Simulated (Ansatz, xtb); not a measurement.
# Two isomers of C4H9BO2S

Structure X is `CSB1OCCCO1`, a singlet and structure Y is `OB(O)[C@@H]1CCSC1`, a singlet. Both are isolated molecules in the gas phase, relaxed with PBE0-D3(BJ)/def2-SVP; the shapes shown needn't be the lowest conformers.

X (Å):

```tsv
atom	x (Å)	y (Å)	z (Å)
C	1.1296	2.4447	1.0135
C	0.4158	-2.6344	0.2276
C	-0.8402	-2.1160	-0.4462
C	-1.3967	-0.9457	0.3413
B	0.9057	-0.3153	0.6082
O	1.3433	-1.5952	0.4534
O	-0.4097	0.0413	0.5594
S	2.1668	0.9601	0.8877
H	0.6018	2.6397	0.0708
H	0.3941	2.3454	1.8222
H	1.7995	3.2863	1.2334
H	0.1642	-3.1091	1.1941
H	0.9117	-3.3989	-0.3903
H	-1.5920	-2.9168	-0.5258
H	-0.5995	-1.7882	-1.4718
H	-2.2352	-0.4698	-0.1905
H	-1.7825	-1.2898	1.3185
```

Y (Å):

```xyz
17

C     0.2773   -0.2293    0.9224
C     1.1830   -0.8914   -0.1235
C     0.3507   -1.9670   -0.8075
C    -1.0245    0.0912    0.1950
B     0.9833    0.9884    1.6529
O     0.5943    2.2905    1.5235
O     2.0543    0.7176    2.4432
S    -1.3342   -1.2741   -0.9876
H    -0.1657    2.3984    0.9442
H     2.4218    1.5214    2.8279
H     0.0639   -0.9891    1.6966
H     1.5032   -0.1431   -0.8693
H     2.0928   -1.3111    0.3323
H     0.3040   -2.8821   -0.1964
H     0.7365   -2.2362   -1.8016
H    -0.9507    1.0312   -0.3821
H    -1.8822    0.1788    0.8786
```

Quicker runs give these differences E(Y) − E(X): GFN2-xTB +9.7 kcal/mol; HF/STO-3G +22.5 kcal/mol (at GFN2-xTB geometries); r2SCAN-D4/def2-SVP 0.0 kcal/mol (at GFN2-xTB geometries).

Which of the two would you expect CCSD(T)/def2-SVP + ΔMP2/def2-TZVPP electronic energies to favour?

Structure Y; the calculation gives E(Y) − E(X) = −6.8 kcal/mol.

How the difference moves with the method:

```json
{"level": "GFN2-xTB", "geometry": "GFN2-xTB", "E(Y) − E(X) (kcal/mol)": "+9.7", "departure from the last row (kcal/mol)": "+16.6", "job, with rough time for the two": "optimisation, 0.51 s"}
{"level": "HF/STO-3G", "geometry": "GFN2-xTB", "E(Y) − E(X) (kcal/mol)": "+22.5", "departure from the last row (kcal/mol)": "+29.3", "job, with rough time for the two": "single point, 0.52 s"}
{"level": "r2SCAN-D4/def2-SVP", "geometry": "GFN2-xTB", "E(Y) − E(X) (kcal/mol)": "0.0", "departure from the last row (kcal/mol)": "+6.8", "job, with rough time for the two": "single point, 5.1 s"}
{"level": "PBE0-D3(BJ)/def2-SVP", "geometry": "PBE0-D3(BJ)/def2-SVP", "E(Y) − E(X) (kcal/mol)": "−1.7", "departure from the last row (kcal/mol)": "+5.1", "job, with rough time for the two": "optimisation, 1.9 min"}
{"level": "HF/def2-SVP", "geometry": "PBE0-D3(BJ)/def2-SVP", "E(Y) − E(X) (kcal/mol)": "+3.5", "departure from the last row (kcal/mol)": "+10.3", "job, with rough time for the two": "part of the CCSD(T) run"}
{"level": "MP2/def2-SVP", "geometry": "PBE0-D3(BJ)/def2-SVP", "E(Y) − E(X) (kcal/mol)": "−5.8", "departure from the last row (kcal/mol)": "+1.1", "job, with rough time for the two": "part of the CCSD(T) run"}
{"level": "CCSD(T)/def2-SVP", "geometry": "PBE0-D3(BJ)/def2-SVP", "E(Y) − E(X) (kcal/mol)": "−2.8", "departure from the last row (kcal/mol)": "+4.1", "job, with rough time for the two": "single point"}
{"level": "CCSD(T)/def2-SVP + ΔMP2/def2-TZVPP", "geometry": "PBE0-D3(BJ)/def2-SVP", "E(Y) − E(X) (kcal/mol)": "−6.8", "departure from the last row (kcal/mol)": "", "job, with rough time for the two": "single point, 2.5 min"}
```

As drawn, Y has 1 C–B, 1 C–C, 1 C–S, 2 O–H in place of 1 B–S, 2 C–O, 2 C–H. Structure X has a 6-membered ring, Y a 5-membered ring.

GFN2-xTB, HF/STO-3G, HF/def2-SVP put the two in the other order. r2SCAN-D4/def2-SVP finds them nearly level. The largest departure from CCSD(T)/def2-SVP + ΔMP2/def2-TZVPP is that of HF/STO-3G, 29.3 kcal/mol. The last row adds to CCSD(T) the change of the MP2 difference between the two basis sets, here −4.1 kcal/mol, a large step that makes the value less sure.

With thermal terms from frequencies at re-optimised GFN2-xTB minima (ideal gas, soft modes damped towards free rotors, one conformer each, 298.15 K, 1 atm): the zero-point term adds +0.1 kcal/mol; ΔH is −6.9 and ΔG −6.4 kcal/mol.

The correlated steps freeze 12 core orbitals. Mirror images aren't counted in ΔG. Run with Ansatz 0.2.0, xtb 6.7.1; the last row on 4 threads of Arm Neoverse V1 on a shared host.
